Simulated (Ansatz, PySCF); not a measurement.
Molecule: GaBr2, net charge 0, doublet state. It need not be the lowest isomer of its formula. SMILES: [Br][Ga][Br]
Geometry: optimised at B3LYP-D3(BJ)/def2-TZVP (Ansatz, an electronic-structure program).

Property: atomisation energy (electronic, to ground-state atoms), in kcal/mol. Cores are frozen in the correlated levels unless marked. UHF or UKS for open shells. No spin-orbit coupling. The frozen core is the preceding noble-gas configuration, with the filled d and f shells of earlier blocks. No relativistic terms. The coupled-cluster limit lacks core correlation, which all-electron functionals hold. CBS(X,Y): correlation extrapolated as X^-3; Hartree-Fock from the larger set. The bracket is a focal-point correction in the basis named.

```csv
level,program,atomisation energy (kcal/mol)
BLYP-D3(BJ)/def2-TZVPD,Ansatz + dftd3,140.0
TPSS-D4/def2-TZVPD,PySCF + dftd4,150.6
B97M-V/def2-TZVPD,Ansatz,144.4
PBE0/def2-SVP,Ansatz,___
MN15/def2-TZVPD,PySCF,140.0
LC-wPBE-D3(BJ)/def2-TZVPD,Ansatz + dftd3,___
B2GP-PLYP-D3(BJ)/def2-TZVPD,Ansatz + dftd3,___
RPA@PBE/cc-pVTZ,Ansatz,118.0
"RI-MP2/CBS(aug-cc-pVTZ,aug-cc-pVQZ)+[CCSD(T)-MP2]/aug-cc-pVTZ",Ansatz,___
```

**Question.** What belongs in the gaps?

**Answer.** 
- PBE0/def2-SVP, atomisation energy (kcal/mol): 145.4
- LC-wPBE-D3(BJ)/def2-TZVPD, atomisation energy (kcal/mol): 142.3
- B2GP-PLYP-D3(BJ)/def2-TZVPD, atomisation energy (kcal/mol): 145.0
- RI-MP2/CBS(aug-cc-pVTZ,aug-cc-pVQZ)+[CCSD(T)-MP2]/aug-cc-pVTZ, atomisation energy (kcal/mol): 144.6
